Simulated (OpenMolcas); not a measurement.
An atom or ion with 48 electrons was computed by XMS-RASPT2, IPEA 0.25 Eh, imaginary shift 0.1 Eh with spin-orbit coupling (OpenMolcas, ANO-RCC-VTZP, DKH2). The lowest levels that the run gave, each within 12 % of the measured value where one is at hand:

| J | Parity | E (cm-1) | g |
| --- | --- | --- | --- |
| 0 | even | 0.0 |  |
| 0 | odd | 98380 |  |
| 1 | odd | 102350 | 1.486 |
| 2 | odd | 114060 | 1.501 |
| 1 | odd | 143030 | 1.015 |
| 0 | even | 226830 |  |
| 1 | even | 236250 | 1.501 |
| 2 | even | 238540 | 1.202 |
| 2 | even | 251720 | 1.299 |

Question: Which ion is it, and what are the configurations and terms?

Answer: Xe⁶⁺ (Z = 54, charge +6; active space 2 electrons in 9 orbitals (RAS2 5s 5p; RAS3 5d, at most 2 electrons)). J, parity and g give the terms where levels are pure, and mixed ones are named by the computed weights; the size of the splittings, set against known spectra of the 48-electron sequence, gives the charge. In order, with the measured energies in cm-1 (Saloman, J. Phys. Chem. Ref. Data 33, 765 (2004)): 5s2 1S0, 5s 5p 3P* 0 (96141), 5s 5p 3P* 1 (100451), 5s 5p 3P* 2 (113676), 5s 5p 1P* 1 (143259), 5p2 3P0 (223673), 5p2 3P1 (234685), 5p2 1D2 [60 %] (236100), 5p2 3P2 [60 %] (251853).

CASPT2 breaks the degeneracy within a term, and the mean is taken; among the terms shown or strongly mixed into the levels shown the widest spread is 110 cm-1 (5s 5p 1P*). Active for correlation alone: 5d; no level in the range computed is led by a configuration that fills it, so any true level of that kind is missing. Some terms mix strongly with configurations of 5d, whose occupation reaches 0.19 (5p2 1D). Computed and measured levels are paired by configuration, term and J; levels that our copy of the source lacks, or whose pairing is in doubt (as where it misses far off the trend of its configuration), stay unpaired and out of the deviations. Levels of configurations outside the active space are missing.

A share in square brackets marks a mixed level and gives the weight of the term that names it. * marks odd parity.
